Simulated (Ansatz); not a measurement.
C₄H₁₀Sn (SMILES C=[CH][SnH2][CH2]C), singlet, geometry from GFN2-xTB (such geometries of metal compounds can be far from the true shape) (core potentials on Sn); Ansatz (a quantum-chemistry and plane-wave program) with PBE0/def2-TZVPPD.

Here is a job for Ansatz.
Ansatz 0.2 input:
```yaml
crystal:
  periodic: [false, false, false]
  atoms:
    - {symbol: Sn, position_ang: [-0.05736522, -0.01949095, -0.37561409]}
    - {symbol: C, position_ang: [-1.87956366, -0.66127468, 0.56026195]}
    - {symbol: C, position_ang: [-2.95110925, 0.09134843, 0.71264891]}
    - {symbol: C, position_ang: [1.65150961, 0.07300022, 0.98781171]}
    - {symbol: C, position_ang: [2.94575295, 0.46633481, 0.30619300]}
    - {symbol: H, position_ang: [-0.31897042, 1.47526915, -1.10350251]}
    - {symbol: H, position_ang: [0.30716504, -1.05097958, -1.65657360]}
    - {symbol: H, position_ang: [-1.88772682, -1.67485677, 0.93543216]}
    - {symbol: H, position_ang: [-3.84156017, -0.27820878, 1.19912690]}
    - {symbol: H, position_ang: [-2.99448897, 1.10673944, 0.35659925]}
    - {symbol: H, position_ang: [1.76094302, -0.90282033, 1.45877543]}
    - {symbol: H, position_ang: [1.41260604, 0.78570135, 1.77572795]}
    - {symbol: H, position_ang: [3.21105427, -0.24617809, -0.47016496]}
    - {symbol: H, position_ang: [2.86463972, 1.44892754, -0.15053051]}
    - {symbol: H, position_ang: [3.75506134, 0.49450066, 1.03432090]}
basis:
  gaussian:
    orbitals: def2-TZVPPD.json
hamiltonian:
  xc: pbe0
```
The basis file holds def2-TZVPPD in the JSON format of the Basis Set Exchange.

What the program printed (banner, timings and long lists left out):

```
Functional definition: PBE0
1774 factors; their error is unknown
mean field evaluation 1: about -10124.1902 eV, gradient 7.5e1 eV
mean field evaluation 2: about -10115.0228 eV, gradient 9.2e1 eV
mean field evaluation 4: about -10137.5861 eV, gradient 4.6e0 eV
mean field evaluation 8: about -10137.6308 eV, gradient 1.6e-1 eV
mean field evaluation 16: about -10137.6772 eV, gradient 7.1e-4 eV
mean field -10137.67716028 eV, -372.5527640758 hartree, gradient 3.8e-5 eV, S^2 0.000000; 0 other end points of the search recorded, 0 dependent functions left out
reference -10137.67721022 eV, -372.5527659110 hartree; 28, 28 occupied and 346, 346 virtual orbitals, 1774 factors
Total energy: -10137.67721022 eV, -372.5527659110 hartree
```
